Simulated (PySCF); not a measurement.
A calculated (M06-2X, PySCF 2.14, aug-cc-pVTZ-DK, the spin-free X2C one-electron Hamiltonian (Gaussian nucleus)) atom or ion has these occupied shells.

```
shell  electrons  orbital energy (eV)  rms radius, mean of both spins (bohr)
 1s α          1              -5986.2                                 0.0734
 1s β          1              -5986.1                                 0.0734
 2s α          1              -723.42                                  0.318
 2s β          1              -721.49                                  0.318
 2p α          3              -614.28                                  0.287
 2p β          3              -612.65                                  0.287
 3s α          1              -112.91                                  0.955
 3s β          1              -108.55                                  0.955
 3p α          3              -81.802                                   1.02
 3p β          3              -76.790                                   1.02
 3d α          3              -35.014                                   1.24
 4s α          1              -22.839                                   2.85
```

Task: Name the element and its charge.

Result: Cr²⁺ (chromium, charge +2), in [Ar] 3d3 4s1, high-spin 5F determinant (an excited configuration).
